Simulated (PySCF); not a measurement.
Geometries of 2 isomers of C2H7ClOSi, from PBE0-D3(BJ)/def2-SVP geometry optimisation, gas phase (PySCF 2.14.0). One conformer each, no zero-point energy, no frequencies.

**Question.** Which is lower in electronic energy at this level?
A.
```xyz
12
angstrom
C      1.934    0.189    0.093
C      0.572    0.003   -0.530
O     -0.393   -0.117    0.492
Si    -2.027   -0.178    0.264
Cl    -2.878   -0.118    2.133
H      1.951    1.098    0.712
H      2.708    0.277   -0.684
H      2.179   -0.668    0.737
H      0.565   -0.902   -1.167
H      0.331    0.861   -1.188
H     -2.442   -1.447   -0.395
H     -2.498    1.000   -0.519
```
B.
```xyz
12
angstrom
C      1.542    0.379   -0.176
C      0.275    1.193   -0.039
Cl     0.142    2.392   -1.403
Si    -1.346    0.208   -0.113
O     -2.632    1.260   -0.128
H      1.538   -0.215   -1.103
H      1.631   -0.315    0.676
H      2.436    1.021   -0.186
H      0.299    1.809    0.874
H     -1.275   -0.652   -1.334
H     -1.494   -0.637    1.105
H     -2.518    1.993   -0.744
```

**Answer.** A. That is `CCO[SiH2]Cl`, 20.7 kcal/mol below the other.

```json
{"SMILES": "CCO[SiH2]Cl", "atoms numbered as above": "[CH3:1][CH2:2][O:3][SiH2:4][Cl:5]", "E (Eh)": "-904.62213", "relative (kcal/mol)": "0.0", "relative (kJ/mol)": "0.0", "dipole (D)": "2.47"}
{"SMILES": "C[C@@H](Cl)[SiH2]O", "atoms numbered as above": "[CH3:1][C@@H:2]([Cl:3])[SiH2:4][OH:5]", "E (Eh)": "-904.58913", "relative (kcal/mol)": "20.7", "relative (kJ/mol)": "86.7", "dipole (D)": "1.51"}
```

As drawn, the higher has an O–H bond and an Si–C bond, which the lower lacks.
